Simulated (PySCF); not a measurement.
Species: C5H9OP.
Numbering: `[CH2:1]=[CH:2][P@@H:3](=[O:4])/[CH:5]=[CH:6]\[CH3:7]` (hydrogens: H8, H9 on C1; H10 on C2; H11 on P3; H12 on C5; H13 on C6; H14, H15, H16 on C7)

Structure used (PBE0-D3(BJ)/def2-SVP), in Å, numbered top down from 1:
```xyz
16
C5H9OP angstrom
C      2.880   -0.213   -0.517
C      1.560   -0.397   -0.485
P      0.693   -0.093    1.073
O      1.595    0.372    2.172
C     -0.645    1.060    0.687
C     -1.785    0.811    0.029
C     -2.217   -0.484   -0.573
H      3.403    0.106    0.392
H      3.468   -0.369   -1.427
H      0.991   -0.710   -1.368
H      0.014   -1.331    1.302
H     -0.445    2.066    1.072
H     -2.488    1.645   -0.097
H     -3.216   -0.770   -0.206
H     -1.525   -1.312   -0.367
H     -2.308   -0.383   -1.668
```

The calculation used core-valence-separated Tamm–Dancoff BHandHLYP/aug-pcX-1 (pcseg-1 on H, def2-SVPD on P) in PySCF, non-relativistic, gas phase, PBE0-D3(BJ)/def2-SVP geometry. The energies are unshifted.

The lowest roots of each edge with f over 0.003 (five at most, numbered afresh; weaker and dark ones are left out), with transition dipoles (au) in the frame of the coordinates:

```csv
root,edge,E (eV),f,μx,μy,μz
1,C,282.13,0.0645,0.0137,-0.0924,0.0244
2,C,282.51,0.0413,-0.0368,-0.0104,0.0672
3,C,282.52,0.0552,-0.0106,0.0847,-0.0260
4,C,282.54,0.0745,-0.0447,-0.0289,0.0891
5,C,285.71,0.0076,0.0187,0.0224,0.0151
6,O,530.78,0.0217,-0.0316,-0.0198,-0.0166
7,O,531.23,0.0089,0.0002,-0.0006,-0.0262
8,O,531.70,0.0083,0.0146,-0.0117,-0.0171
9,O,532.57,0.0072,-0.0019,-0.0235,-0.0012
10,O,533.02,0.0073,-0.0068,0.0226,0.0012
```

Q: Molecules are fixed in this frame and the field points along x. What effective strengths 3 f cos²θ do the roots have (θ between field and μ)?

A: root 1 (C1): 0.004, root 2 (C5): 0.028, root 3 (C2): 0.002, root 4 (C6): 0.041, root 5 (C7): 0.007, root 6 (O4): 0.039, root 7 (O4): 0.000, root 8 (O4): 0.008, root 9 (O4): 0.000, root 10 (O4): 0.002. Averaged over all orientations cos²θ is 1/3, which gives f back.

One conformer stands for the species.
